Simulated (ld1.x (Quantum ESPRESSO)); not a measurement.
Transferability test, TM potential for P (Z = 15)

P, norm-conserving Troullier–Martins (Kleinman–Bylander form), made with ld1.x (Quantum ESPRESSO) 7.5 (PBE, non-relativistic). Core [Ne], reference 3s1.5 3p3.5. Waves: 3p (bound): rc 2.00 bohr; 3s (bound): rc 1.70 bohr. Local part: the s channel. Core correction: a·sin(br)/r model core inside 0.90 bohr.

Energies are relative to the spin-unpolarised reference configuration 3s1.5 3p3.5; without spin polarisation the order of configurations can differ from experiment.

| valence configuration | charge | ΔE all-electron (eV) | error AE − PS (meV) |
| --- | --- | --- | --- |
| 3s2 3p3 | 0 | -4.207 | -0.4 |
| 3s2 3p2 | +1 | 5.535 | +1.9 |
| 3s2 3p1 | +2 | 24.694 | +21 |
| 3s2 3p0 | +3 | 54.444 | +73 |
| 3s1 3p3 | +1 | 14.561 | +5.1 |
| 3s1 3p0 | +4 | 106.325 | +163 |

**Question.** What are ΔE and the potential's error for 3s2 3p2.5?

**Answer.** ΔE = -0.426 eV all-electron; the error (AE − PS) is -0.5 meV.

Levels in the configuration 3s2 3p1:

| level | all-electron (eV) | pseudo (eV) |
| --- | --- | --- |
| 3s | -33.862 | -33.821 |
| 3p | -24.285 | -24.252 |
